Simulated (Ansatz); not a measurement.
Stepwise reaction of `O[SiH2][SiH](O)O` with ammonia, as a gas-phase model of exchange steps in deposition or etching. ΔE in kJ/mol.

Isolated molecules relaxed with PBE0-D4/def2-TZVP in Ansatz; ΔE leaves out vibrations. CCSD(T)/CBS is the MP2 limit (def2-TZVPP, def2-QZVPP) plus CCSD(T) − MP2 in def2-TZVPP, frozen cores. This one scheme is used for every species. Functionals use def2-TZVPP. B3LYP here is the variant with VWN-RPA as its local correlation; programs differ in this. One conformer a species, not always the lowest.

| step | reaction | PBE-D4 | B3LYP-D4 | ωB97M-V | CCSD(T)/CBS |
| --- | --- | --- | --- | --- | --- |
| 1 | `O[SiH2][SiH](O)O` + NH₃ → `N[SiH2][SiH](O)O` + H₂O | 37.5 | 40.4 | 40.0 | 37.8 |
| 2 | `N[SiH2][SiH](O)O` + NH₃ → `N[SiH2][SiH](N)O` + H₂O | 42.0 | 44.8 | 44.2 | 41.6 |

**Question.** By hand: ΔE of the 2 steps together at CCSD(T)/CBS.

**Answer.** (37.8) + (41.6) = 79.4 kJ/mol, or 39.7 kJ/mol a step.

In ΔE the steps differ by no more than 3.8 kJ/mol. All are uphill at CCSD(T)/CBS. PBE-D4 differs from CCSD(T)/CBS by -0.3 to 0.4 kJ/mol a step. Only this route is followed, and other bonds may react first. Isolated molecules leave out the surface, adducts and barriers. Largest T1 diagnostic: 0.012.
